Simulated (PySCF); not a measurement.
CH6BN. Atoms are numbered in the order given.

```xyz
9

B      0.2522     1.3582     0.0000
H     -0.3832     2.3680     0.0000
H      1.4464     1.3597     0.0000
N     -0.4183     0.1463     0.0000
C      0.1714    -1.1825     0.0000
H     -1.4276     0.1417     0.0000
H     -0.1262    -1.7507    -0.8853
H     -0.1262    -1.7507     0.8853
H      1.2558    -1.0883     0.0000
```
Charge 0, spin multiplicity 1.

Geometry optimised at B3LYP-D3(BJ)/def2-TZVP.

These are HF/pcSseg-1 run with PySCF values and carry that method's errors.

GIAO shieldings, no solvent; atoms listed in one row are averaged. δ = σ(ref) − σ: ¹¹B against BF3 (σ = 102.7 ppm); ¹H against TMS (σ = 31.99 ppm); ¹⁵N against NH3 (σ = 267.3 ppm); ¹³C against TMS (σ = 192.6 ppm), references at their B3LYP-D3(BJ)/def2-TZVP geometries, non-relativistic.

### Question
Estimate the chemical shifts. (Estimate from the structure and the level; the computed values follow.)

### Answer

```csv
nucleus,atoms,count,δ (ppm)
¹¹B,B1,1,27.9
¹H,H3,1,4.55
¹H,H2,1,4.45
¹H,H6,1,3.80
¹H,"H7, H8, H9",3,2.94
¹⁵N,N4,1,112.7
¹³C,C5,1,36.2
```
